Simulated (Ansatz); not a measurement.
Geometry optimisation, RKS PBE/def2-SVP in Ansatz.

Input file:

```yaml
crystal:
  periodic: [false, false, false]
  atoms:
    - { symbol: C, position_ang: [-0.3959, 0.5396, -0.3058] }
    - { symbol: C, position_ang: [0.225, -0.6563, 0.2267] }
    - { symbol: Br, position_ang: [-0.89763, -1.36879, 1.6043] }
    - { symbol: H, position_ang: [-1.3521, 0.3419, -0.7333] }
    - { symbol: H, position_ang: [0.1515, 1.0353, -1.1335] }
    - { symbol: H, position_ang: [-0.5901, 1.3524, 0.4638] }
    - { symbol: H, position_ang: [1.17965, -0.44226, 0.70994] }
    - { symbol: H, position_ang: [0.32153, -1.43297, -0.48598] }
basis:
  gaussian: { orbitals: def2-SVP }
hamiltonian:
  xc: pbe
relax:
  f_tol: 0.015
  max_steps: 40
output:
  orbitals: {}
```

Command:

```bash
$ ansatz run input.yaml --threads 1 --pin off --max-ram 2048MiB --backend cpu --events-out ev --progress --plain --runs-dir out
```

Problem. Where does it end, and by what steps?

Solution. It converged. After 4 steps the energy has fallen by 0.253 eV; Br3 moved furthest, 0.12 Å.

```json
{"step": "0", "energy less start (eV)": "0.0000", "largest force component (eV/Å)": "3.045", "accepted": "yes"}
{"step": "1", "energy less start (eV)": "-0.2252", "largest force component (eV/Å)": "1.174", "accepted": "yes"}
{"step": "2", "energy less start (eV)": "-0.2516", "largest force component (eV/Å)": "0.189", "accepted": "yes"}
{"step": "3", "energy less start (eV)": "-0.2527", "largest force component (eV/Å)": "0.039", "accepted": "yes"}
{"step": "4", "energy less start (eV)": "-0.2527", "largest force component (eV/Å)": "0.004", "accepted": "yes"}
```

```xyz
8
Properties=species:S:1:pos:R:3
C -0.435 0.596 -0.329
C 0.210 -0.648 0.249
Br -0.883 -1.457 1.677
H -1.423 0.372 -0.776
H 0.216 1.014 -1.127
H -0.574 1.378 0.444
H 1.191 -0.439 0.715
H 0.340 -1.446 -0.506
```

Run time: 13 s on 1 thread of Arm Neoverse V1, with other jobs on the host, peak memory 0.11 GiB.
